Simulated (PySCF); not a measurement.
Correlation energy of P²⁺ (phosphorus, charge +2)

[Ne] 3s2 3d1, 2D determinant (an excited configuration). Computed with PySCF 2.14 in aug-cc-pV(D+d)Z (5s4p3d, 32 functions), with the non-relativistic Hamiltonian (point nucleus). Frozen: [Ne]; 3 electrons correlated.

MP2 pair energies summed by pair of shells (mhartree):

```json
{"pair": "3s-3s", "energy": "-31.60", "share (%)": "63.6"}
{"pair": "3s-3d", "energy": "-18.11", "share (%)": "36.4"}
```

Total MP2 correlation energy: -49.71 mhartree.

Same-spin part -1.16 and opposite-spin part -48.55 mhartree; SCS-MP2 scales them by 1/3 and 6/5 to -58.65 mhartree.
